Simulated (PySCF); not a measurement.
Correlation energy of Ti²⁺ (titanium, charge +2)

[Ar] 3d1 4s1, high-spin 3D determinant (an excited configuration). Computed with PySCF 2.14 in ANO-RCC-VTZP (6s5p3d2f1g, 59 functions), with scalar relativity by spin-free X2C-1e. Frozen: [Ar]; 2 electrons correlated.

With two correlated electrons CCSD is exact within the correlated space (frozen core and kept virtual orbitals).

```tsv
level	correlation energy (mhartree)
CCSD	-4.16
```

Diagnostics: T1 = 0.0045, D1 = 0.0087, largest double amplitude 0.017.

Cost of the coupled-cluster step: roughly 1.1 core-seconds, for 2 correlated electrons.
